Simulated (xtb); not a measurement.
BF2HSe, SMILES FB(F)[SeH]. All values are semi-empirical tight-binding results from xtb (GFN2-xTB unless named), good for trends rather than for accurate numbers. Geometry: GFN2-xTB. One conformer was computed; it need not be the lowest.

* **point group as xtb finds it**: Cs
* **orbital gap**: 4.60 eV
* **zero-point energy**: 10.1 kcal/mol
* **G − E(el) at 298.15 K (modified RRHO)**: -8.1 kcal/mol
* **static polarisability (D4 model)**: 45.6 bohr³
* **solvation energy, GFN2-xTB/ALPB(water)**: -1.5 kcal/mol
* **solvation energy, GFN2-xTB/ALPB(octanol)**: -1.7 kcal/mol
